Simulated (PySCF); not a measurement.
C₄H₁₀Si₂, SMILES C#C[SiH2][SiH2]CC (GFN2-xTB optimised geometry):

```
16

C      1.940    -1.786     0.007
C      0.738    -1.830     0.000
Si    -1.116    -1.830     0.000
Si    -1.936     0.336     0.000
C     -0.562     1.605     0.370
C      0.093     1.382     1.727
H      2.992    -1.763     0.012
H     -1.504    -2.614    -1.182
H     -1.498    -2.616     1.184
H     -2.992     0.520     1.009
H     -2.539     0.708    -1.290
H     -0.971     2.616     0.332
H      0.205     1.553    -0.406
H     -0.644     1.448     2.525
H      0.863     2.129     1.916
H      0.558     0.398     1.772
```

Computed with CAM-B3LYP/def2-TZVP run with PySCF.

What are the frontier orbital energies and the dipole moment?

HOMO-2 -9.87 eV, HOMO-1 -9.54 eV, HOMO -9.12 eV, LUMO 0.60 eV, LUMO+1 0.81 eV; dipole moment 0.92 D.

Meta-Löwdin charges at CAM-B3LYP/def2-TZVP: C1 -0.17, C2 -0.28, Si3 0.41, Si4 0.41, C5 -0.41, C6 -0.33, H7 0.17, H8 -0.08, H9 -0.08, H10 -0.10, H11 -0.10, H12 0.12, H13 0.12, H14 0.10, H15 0.11, H16 0.11.
